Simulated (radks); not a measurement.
The numbers below are computed, except where a source is named.
Species: the iron ion Fe4+. Configuration: [Ar] 3d2 4p2 (not the ground configuration). Level of theory: non-relativistic Kohn-Sham, SCAN, spin-polarised, spherical densities, point nucleus; open shells are filled with parallel spins first; meta-GGA in the generalised Kohn-Sham scheme (a radial shooting solver on a logarithmic mesh with Libxc functionals). Some entries of the table are withheld. Estimate them.

orbital,occ.,eigenvalue (eV),r(max) (bohr)
1s up,1,-7043.032,0.03897
1s down,1,-7042.790,0.03897
2s up,1,-906.0055,0.2250
2s down,1,-903.7629,0.2249
2p up,3,-792.2550,0.1813
2p down,3,-790.4669,0.1811
3s up,1,-176.3095,(1)
3s down,1,-172.0217,(2)
3p up,3,(3),0.6941
3p down,3,(4),0.6973
3d up,2,-85.0576,0.6437
4p up,2,(5),1.967

Answer. 
(1) 3s up r(max) (bohr): 0.6924
(2) 3s down r(max) (bohr): 0.6946
(3) 3p up eigenvalue (eV): -141.5280
(4) 3p down eigenvalue (eV): -137.2064
(5) 4p up eigenvalue (eV): -43.0137
